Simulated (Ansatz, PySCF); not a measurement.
C₃H₄ClFSi, SMILES FC1=C(Cl)C[SiH2]1. Atoms are numbered in the order given.

```xyz
10

F      2.1062    -0.0895     0.0000
C      0.8190    -0.4056     0.0000
C     -0.2349     0.4336     0.0000
Cl    -0.2167     2.1539     0.0000
C     -1.4921    -0.4148     0.0000
Si    -0.2981    -1.9103     0.0000
H     -2.1131    -0.2759     0.8987
H     -2.1131    -0.2759    -0.8987
H     -0.2946    -2.7668    -1.2173
H     -0.2946    -2.7668     1.2173
```

The structure is a stationary point at ωB97X-D3(BJ)/def2-SVP. The structure was generated by enumeration, and PubChem lists no compound with its InChIKey, so it may never have been made.

Two levels are set side by side: PBE-D3(BJ)/def2-SVP (Ansatz, a quantum-chemistry and plane-wave program) and ωB97X-D3(BJ)/def2-SVP (PySCF). Each level has its own optimised geometry; the coordinates shown are those of the second. Frequencies come from the Hessian of PySCF at each geometry. Differences are taken from unrounded values.

```csv
quantity,ωB97X-D3(BJ)
mean bond length (Å),1.488
bond F1–C2 (Å),1.325
bond C2–C3 (Å),1.347
bond C2–Si6 (Å),1.874
bond C3–Cl4 (Å),1.720
bond C3–C5 (Å),1.517
bond C5–Si6 (Å),1.914
bond C5–H7 (Å),1.101
bond C5–H8 (Å),1.101
bond Si6–H9 (Å),1.488
bond Si6–H10 (Å),1.488
highest harmonic wavenumber (cm⁻¹),3167
mean harmonic wavenumber (cm⁻¹),1108
zero-point energy (kcal/mol),38.02
```

Task: What does PBE-D3(BJ) give, and how far is it from ωB97X-D3(BJ)? (Estimate from the structure and the level; the computed values follow.)

Result: 
| quantity | PBE-D3(BJ) | PBE-D3(BJ) minus ωB97X-D3(BJ) |
|---|---|---|
| mean bond length (Å) | 1.498 | 0.010 |
| bond F1–C2 (Å) | 1.330 | 0.005 |
| bond C2–C3 (Å) | 1.364 | 0.017 |
| bond C2–Si6 (Å) | 1.882 | 0.008 |
| bond C3–Cl4 (Å) | 1.735 | 0.015 |
| bond C3–C5 (Å) | 1.514 | -0.002 |
| bond C5–Si6 (Å) | 1.928 | 0.014 |
| bond C5–H7 (Å) | 1.110 | 0.008 |
| bond C5–H8 (Å) | 1.110 | 0.008 |
| bond Si6–H9 (Å) | 1.503 | 0.015 |
| bond Si6–H10 (Å) | 1.503 | 0.015 |
| highest harmonic wavenumber (cm⁻¹) | 3055 | -113 |
| mean harmonic wavenumber (cm⁻¹) | 1054 | -54 |
| zero-point energy (kcal/mol) | 36.18 | -1.84 |

Exact exchange shortens and stiffens bonds; PBE has none. Differences between two approximate levels are no errors against the true value.
